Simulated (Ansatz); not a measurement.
A nudged elastic band was laid between two geometries of FH + H6N2Si (11 atoms, charge 0, multiplicity 1).

Method: Ansatz, RKS B3LYP/6-31G*.

```yaml
movable_images: 7
climbing_image: yes
spring: 5.0 eV/Å²
optimiser: quadratic models (default)
start_path: through a guess of the saddle point
force_threshold: 0.05 eV/Å
iteration_limit: 60
end_points: relaxed
```

First end point:

```xyz
11
Properties=species:S:1:pos:R:3
Si -0.160 -0.940 -0.021
N 1.075 0.114 -0.738
H -0.653 -2.039 -0.899
H 0.572 -1.550 1.125
N -1.486 0.105 0.272
H 0.899 1.411 0.363
F 0.580 1.953 1.106
H 2.027 -0.241 -0.719
H 0.867 0.466 -1.670
H -1.288 0.952 0.797
H -2.432 -0.233 0.384
```

Last end point:

```xyz
11
Properties=species:S:1:pos:R:3
Si -0.323 -0.904 1.092
N 1.593 1.107 -1.520
H 0.169 -1.952 0.170
H -0.797 -1.430 2.393
N -1.646 -0.118 0.343
H 1.676 0.949 -0.516
F 0.950 0.049 1.435
H 1.612 0.189 -1.962
H 0.662 1.490 -1.676
H -2.272 0.474 0.874
H -1.624 0.146 -0.634
```

Q: What changes between the two ends?

A: Bonds broken: Si1–N2, H6–F7. Bonds formed: Si1–F7, N2–H6. FH + H6N2Si becomes FH4NSi + H3N.

Q: What energy profile does the band end with?

A: It converged. The highest image is number 2 of 0 to 8, 0.45 eV above the first end and 1.26 eV above the last; the last end lies 0.81 eV below the first. Beside the main top the profile has a ripple of under 15 meV (maxima at images 2, 6), which may be a very shallow well or noise. A vibrational analysis at the climbing image gives one clearly imaginary mode, 632i cm⁻¹: a first-order saddle point. The orbitals stay closed-shell, which can raise the energy where a bond breaks towards radicals; this wasn't checked here.

```tsv
image	path coordinate (Å)	energy (eV)	Si1–N2 (Å)	H6–F7 (Å)	Si1–F7 (Å)
0	0.00	0.00	1.77	0.97	3.19
1	0.70	0.08	1.79	0.98	2.82
2	1.40	0.45	1.87	1.20	2.18
3	2.96	-0.37	2.19	2.19	1.67
4	4.51	-0.74	2.84	2.40	1.63
5	6.08	-0.81	3.65	2.21	1.63
6	7.65	-0.79	4.22	2.25	1.63
7	9.23	-0.80	4.07	2.25	1.63
8	10.80	-0.81	3.81	2.27	1.63
```

Q: What is the geometry of the highest image?

A: 
```xyz
11
Properties=species:S:1:pos:R:3:forces:R:3
Si -0.100 -0.646 0.235 0.00 0.00 0.00
N 1.158 0.248 -0.822 0.00 0.00 0.00
H -0.489 -1.795 -0.656 0.00 0.00 0.00
H 0.646 -1.282 1.345 0.00 0.00 0.00
N -1.597 0.175 0.329 0.00 0.00 0.00
H 1.096 1.072 0.087 0.00 0.00 0.00
F 0.575 1.212 1.161 0.00 0.00 0.00
H 2.058 -0.220 -0.923 0.00 0.00 0.00
H 0.816 0.525 -1.740 0.00 0.00 0.00
H -1.703 0.977 0.934 0.00 0.00 0.00
H -2.461 -0.268 0.050 0.00 0.00 0.00
```

The band took 29 iterations and about 9 core-minutes.

Run time: 4.6 min on 2 threads of Arm Neoverse V2, on a shared host, peak memory 0.17 GiB.
